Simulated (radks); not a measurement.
Problem. The mean radii <r> (bohr) of the occupied orbitals of an atom or ion are listed with their occupations. Method: scalar-relativistic Kohn-Sham, SCAN, spin-polarised, spherical densities, finite nucleus; meta-GGA in the generalised Kohn-Sham scheme; Fermi nuclear charge, rms radius of each element as measured or else 0.836 A^(1/3) + 0.57 fm; computed with a radial shooting solver on a logarithmic mesh with Libxc functionals.

orbital  occ.      <r>
1s          2  0.01632
2s          2  0.06871
2p          6  0.06232
3s          2   0.1773
3p          6   0.1790
3d         10   0.1623
4s          2   0.3900
4p          6   0.4145
4d         10   0.4338
4f         14   0.4463
5s          2   0.7970

Name the element and its charge. Open shells, if any, are filled with parallel spins first.

Solution. Z = 81, thallium, charge +19: Tl19+ in [Kr] 4d10 4f14 5s2. The 1s radius gives Z: for a bare nucleus <r> = (2 gamma + 1)/(2Z) with gamma = sqrt(1 - (Z/c)^2), 0.01613 bohr for Z = 81, and screening makes it slightly larger (0.01632 here). The occupations add up to 62, and the charge is Z minus that.
